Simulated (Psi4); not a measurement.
Psi4 input (wB97X-D/6-31G*):

```
memory 1500 MB

molecule {
1 2
Al   -0.00653357    0.01315504   -0.00794229
F    -1.39024871   -0.84274989   -0.23757517
F     0.07204872    1.54413220   -0.58607768
O     1.32366063   -0.62215038    0.79430802
H     1.35945132   -1.50625337    1.16166128
symmetry c1
no_reorient
no_com
}

set {
  basis 6-31G*
  reference uks
  scf_type pk
  dft_radial_points 99
  dft_spherical_points 590
  e_convergence 1e-8
  d_convergence 1e-7
  maxiter 150
}

e = energy('wb97x-d')
print_out(f'\nFINAL {e:.10f} DIPOLE {variable("CURRENT DIPOLE")[0]:.6f} {variable("CURRENT DIPOLE")[1]:.6f} {variable("CURRENT DIPOLE")[2]:.6f}\n')
```

From the last part of the output:

```
    Beta Virtual:

      20A     -0.514611    21A     -0.207666    22A     -0.140399
      23A     -0.097326    24A     -0.055481    25A     -0.003936
      26A      0.047184    27A      0.066661    28A      0.135117
      29A      0.177429    30A      0.334640    31A      0.342437
      32A      0.461067    33A      0.572349    34A      0.615214
      35A      0.699404    36A      0.713081    37A      0.788915
      38A      0.905748    39A      0.988140    40A      1.117015
      41A      1.118881    42A      1.140661    43A      1.190250
      44A      1.194228    45A      1.266375    46A      1.445307
      47A      1.486779    48A      1.540824    49A      1.551639
      50A      1.598953    51A      1.688020    52A      1.710798
      53A      1.711608    54A      1.740478    55A      1.825386
      56A      1.896087    57A      1.901889    58A      1.926765
      59A      2.087783    60A      2.155110    61A      2.295033
      62A      2.498229    63A      2.572962    64A      3.402524
      65A      4.052575    66A      4.133791

    Final Occupation by Irrep:
              A
    DOCC [    19 ]
    SOCC [     1 ]
    NA   [    20 ]
    NB   [    19 ]

  @UKS Final Energy:  -517.56057093989170

   => Energetics <=

    Nuclear Repulsion Energy =            159.9976243677143373
    One-Electron Energy =               -1028.4966916085002140
    Two-Electron Energy =                 385.5161224035457508
    DFT Exchange-Correlation Energy =     -34.5768224133834252
    Empirical Dispersion Energy =          -0.0008036892682081
    VV10 Nonlocal Energy =                  0.0000000000000000
    Total Energy =                       -517.5605709398917043

  UHF NO Occupations:
  HONO-2 :   18  A 1.9994718
  HONO-1 :   19  A 1.9986841
  HONO-0 :   20  A 1.0000000
  LUNO+0 :   21  A 0.0013159
  LUNO+1 :   22  A 0.0005282
  LUNO+2 :   23  A 0.0002165
  LUNO+3 :   24  A 0.0001565

Computation Completed

Properties will be evaluated at   0.000000,   0.000000,   0.000000 [a0]

Properties computed using the SCF density matrix

 Multipole Moments:

 ------------------------------------------------------------------------------------
     Multipole            Electronic (a.u.)      Nuclear  (a.u.)        Total (a.u.)
 ------------------------------------------------------------------------------------

 L = 1.  Multiply by 2.5417464519 to convert [e a0] to [Debye]
 Dipole X            :          1.7005680            0.0000001            1.7005681
 Dipole Y            :         -1.5448981           -0.0000002           -1.5448983
 Dipole Z            :          1.3178304            0.0000000            1.3178305
 Magnitude           :                                                    2.6486449

 ------------------------------------------------------------------------------------

FINAL -517.5605709399 DIPOLE 1.700568 -1.544898 1.317830

*** Psi4 exiting successfully. Buy a developer a beer!
```

The dipole moment of an ion depends on the origin.

The geometry given is a B3LYP-D3(BJ)/def2-TZVP minimum of the species of charge 0 and multiplicity 1, not of this state.
